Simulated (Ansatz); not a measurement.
`[SiH3][CH]1[S][GeH2]1` and `O[CH]1[S][GeH2]1` differ in one atom or group.

Ansatz, PBE0-D4/def2-TZVP geometries, multiplicity 1. Each molecule was computed in one conformer, which needn't be the lowest.

Scalar relativity is left out up to krypton.

```csv
property,`[SiH3][CH]1[S][GeH2]1`
HOMO energy (B3LYP/def2-TZVPP) / eV,-6.57
HOMO–LUMO gap (PBE0/def2-TZVPP) / eV,6.16
LUMO energy (ωB97M-V/def2-TZVPP) / eV,1.18
size of the dipole moment (B3LYP/def2-TZVPP) / D,2.10
size of the dipole moment (ωB97M-V/def2-TZVPP) / D,2.19
HOMO energy (PBE/def2-TZVPP) / eV,-5.63
```

Task: Give the same properties after the change, and the shifts. (An estimate is asked.)

Result: Ansatz gave: 
```
                                          property  `O[CH]1[S][GeH2]1`  shift
               HOMO energy (B3LYP/def2-TZVPP) / eV               -6.58  -0.01
              HOMO–LUMO gap (PBE0/def2-TZVPP) / eV                6.24   0.08
             LUMO energy (ωB97M-V/def2-TZVPP) / eV                1.28   0.10
  size of the dipole moment (B3LYP/def2-TZVPP) / D                3.15   1.05
size of the dipole moment (ωB97M-V/def2-TZVPP) / D                3.23   1.04
                 HOMO energy (PBE/def2-TZVPP) / eV               -5.63   0.00
```

Dipoles are sizes alone; their direction can turn.

B3LYP here is the variant with VWN-RPA as its local correlation; programs differ in this.
